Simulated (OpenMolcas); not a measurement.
# N²⁺: the spin-orbit constant, worked from levels

```yaml
Program: OpenMolcas 26.06
Basis: ANO-RCC-VTZP [4s3p2d1f]
Scalar_Hamiltonian: DKH2, point nucleus
Active_space: 3 electrons in 9 orbitals (RAS2 2s 2p; RAS3 3d, at most 2 electrons)
State_averaging: 2S+1 = 4 odd, 1 root; 2S+1 = 2 odd, 11 roots; 2S+1 = 4 even, 3 roots; 2S+1 = 2 even, 9 roots
Spin-orbit_coupling: state interaction with AMFI integrals over the reference wave functions, term energies averaged over their components
```

Methods: RASSCF; MS-RASPT2, IPEA 0.25 Eh, imaginary shift 0.1 Eh (closed shells correlated: 1s). Measured levels: Moore, Selected Tables of Atomic Spectra, NSRDS-NBS 3, section 5.

**The spin-orbit constant.** For the Hund term ²P° of p1, E(J) = (A/2) J(J+1) + constant and ζ = 2S·A = A. From J = 1/2 to J = 3/2 the energy changes by 1.5 A.

```tsv
Source	E(3/2) - E(1/2)	A	ζ
RASSCF	156.5	104.3	104
MS-RASPT2	156.9	104.6	105
measured	174.4	116.3	116
```

All in cm-1. MS-RASPT2 is off by -10.0 % and RASSCF by -10.3 %. Both methods take the spin-orbit matrix elements from the reference wave functions, so the second can move ζ only through the term energies and any multistate remixing.

Active for correlation alone: 3d; no level in the range computed is led by a configuration that fills it, so any true level of that kind is missing. Computed and measured levels are paired by configuration, term and J; levels that our copy of the source lacks, or whose pairing is in doubt (as where it misses far off the trend of its configuration), stay unpaired and out of the deviations. Levels of configurations outside the active space are missing.

° marks odd parity.
